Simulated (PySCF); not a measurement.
Ag: ionisation energy

Ag [Kr] 4d10 5s1 (2S) → Ag⁺ [Kr] 4d10 (1S), as a difference of total energies. Computed with PySCF 2.14 in aug-cc-pwCVTZ-PP with ECP28MDF (8s8p7d4f3g, 122 functions), with scalar relativity through the core potential. Correlated levels: valence: 4s2 4p6 frozen; valence and next inner shell: nothing frozen outside the core potential. The calculations carry no spin-orbit coupling.

```
                                method  ionisation energy (eV)  error (eV)
                                   UHF                   6.365      -1.211
                                   LDA                   8.368      +0.792
                                   PBE                   8.042      +0.466
                                  PBE0                   7.705      +0.129
                                r2SCAN                   7.909      +0.333
                                 M06-L                   7.357      -0.219
                                 TPSSh                   7.691      +0.115
                                  BP86                   8.198      +0.622
                         MP2 (valence)                   7.495      -0.081
                     SCS-MP2 (valence)                   7.324      -0.252
    MP2 (valence and next inner shell)                   7.635      +0.059
SCS-MP2 (valence and next inner shell)                   7.425      -0.151
```

Reference: 7.576 eV (measured; NIST Atomic Spectra Database, ionization energies).

Errors of the correlated levels include the incompleteness of this basis and the frozen core.
